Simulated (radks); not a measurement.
The numbers below are computed, except where a source is named.
Ionisation of Ne, [Ne], to Ne+, [He] 2s2 2p5, under several functionals. Dirac Kohn-Sham, spin-unpolarised, spherical densities, point nucleus; open shells fill j = l - 1/2 first; a radial shooting solver on a logarithmic mesh with Libxc functionals.

| functional | E(Ne) (hartree) | Exc (hartree) | IE (eV) | -e(HOMO) (eV) | <r> HOMO (bohr) | IE error (eV) |
|---|---|---|---|---|---|---|
| BP86 | -129.12230 | -12.50637 | 22.524 | 13.388 | 0.9806 | +0.959 |
| exchange-only PBE | -128.66735 | -12.02567 | 21.407 | 12.347 | 0.9903 | -0.158 |
| BLYP | -129.12039 | -12.49985 | 22.456 | 13.321 | 0.9840 | +0.891 |
| AM05 | -128.46162 | -11.81489 | 22.346 | 13.223 | 0.9821 | +0.782 |

NIST Atomic Spectra Database: 21.565 eV (measured). Closest: exchange-only PBE. The Delta-SCF values span 1.12 eV, the total energies 0.66 hartree. The highest occupied level is 2p3/2. Spin polarisation and multiplet splitting are left out, so open shells lie too high by an amount that depends on their filling.

Beside tabulated values, note that spin-unpolarised runs miss the spin-polarisation part of the exchange energy of open shells.
